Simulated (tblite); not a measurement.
Compound: C₄H₇NOSi.
Numbering: `[CH3:1][Si@@H:2]1[O:3][CH2:4][C@H:5]1[C:6]#[N:7]` (hydrogens: H8, H9, H10 on C1; H11 on Si2; H12, H13 on C4; H14 on C5)

Calculated harmonic vibrations of the isolated species, GFN2-xTB (tblite), most abundant isotopes, no scaling. Errors from tens to a few hundred cm⁻¹ against measured bands are possible. Modes of hydrogen on silicon can be 10 to 20 % off.

Harmonic wavenumbers (cm⁻¹): 88.9, 96.3, 121.3, 131.2, 206.8, 263.6, 442.1, 491.3, 549.7, 582.5, 650.2, 683.7, 763.3, 816.9, 822.8, 866.6, 896.1, 994.4, 1026.5, 1064.8, 1097.4, 1151.5, 1257.2, 1285.8, 1368.9, 1462.8, 1474.6, 1480.4, 2305.2, 2388.8, 2965.4, 2980.3, 2984.2, 3031.8, 3057.1, 3062.4.

A = 3967, B = 1557, C = 1272 MHz; mass 113.030 u (most abundant isotopes); point group C1, symmetry number 1.

Task: Zero-point energy?

Result: ½Σν̃ = 22456 cm⁻¹ = 64.21 kcal/mol.

Task: Give the ideal-gas entropy at 350 K and 1 bar in the rigid-rotor, harmonic-oscillator model (classical rotation).

Result: Translation 40.91, rotation 28.58, vibration 25.60: S = 95.1 cal/(mol K).

Task: And Cp and H(350 K) − H(0)?

Result: Cp = 35.05 cal/(mol K), of which vibrations give 27.10 (their classical limit is 36 R = 71.5); H(350 K) − H(0) = 7.57 kcal/mol without the zero-point energy, 4.79 from vibrations.

Task: Blend soft modes into free rotors: weight 1/[1 + (100 cm⁻¹/ν̃)⁴] for the oscillator and the rest for a rotor with moment μB/(μ + B), μ = h/(8π²ν), B = 10⁻⁴⁴ kg m². What vibrational entropy results?

Result: 24.34 cal/(mol K) in place of 25.60, which changes −T·S at 350 K by +0.44 kcal/mol.

Task: What must be added to the electronic energy to get the Gibbs energy at 350 K and 1 bar?

Result: ZPE + [H(350 K) − H(0)] − T·S = 64.21 + 7.57 − 33.28 = 38.50 kcal/mol.

Task: Which modes carry the vibrational entropy at 350 K?

Result: 88.9 cm⁻¹: 4.00; 96.3 cm⁻¹: 3.84; 121.3 cm⁻¹: 3.39; 131.2 cm⁻¹: 3.24; 206.8 cm⁻¹: 2.37; 263.6 cm⁻¹: 1.92 cal/(mol K); the other 30 give 6.84 together.

Hindered rotation and anharmonicity are outside this model. The structure is chiral; the term R ln 2 for an equal mix with its mirror image is left out.
